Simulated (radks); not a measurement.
Charge is removed step by step from the 3s down level of Tc2+, starting from [Ne] 3s(up 1, down 1) 3p6 3d10 4s2 4p6 4d5. All-electron calculation, scalar-relativistic Kohn-Sham, PBEsol, spin-polarised, spherical densities, finite nucleus; open shells are filled with parallel spins first (spin-orbit coupling, left out, can overturn this in heavy ions); Fermi nuclear charge, rms radius 4.4112 fm. Program: a radial shooting solver on a logarithmic mesh with Libxc functionals.

| removed (e) | E - E(0) (eV) | eigenvalue (eV) | E minus straight line (eV) |
|---|---|---|---|
| 0 | 0.000 | -533.61 | 0.000 |
| 0.25 | 134.36 | -541.74 | -3.110 |
| 0.5 | 270.76 | -550.02 | -4.168 |
| 0.75 | 409.25 | -558.42 | -3.142 |
| 1 | 549.86 | -566.95 | 0.000 |

Removing the whole electron costs 549.86 eV by Delta-SCF, against 533.61 eV from minus the eigenvalue at the starting occupation. Slater's transition state (half an electron removed) gives 550.02 eV. Integrating minus the eigenvalue over the occupation (Janak's theorem) gives 550.10 eV. In this scalar-relativistic scheme the density is built from large components alone, so the theorem holds only approximately. The mean slope of the eigenvalue, de/dn, is 33.3 eV per electron.
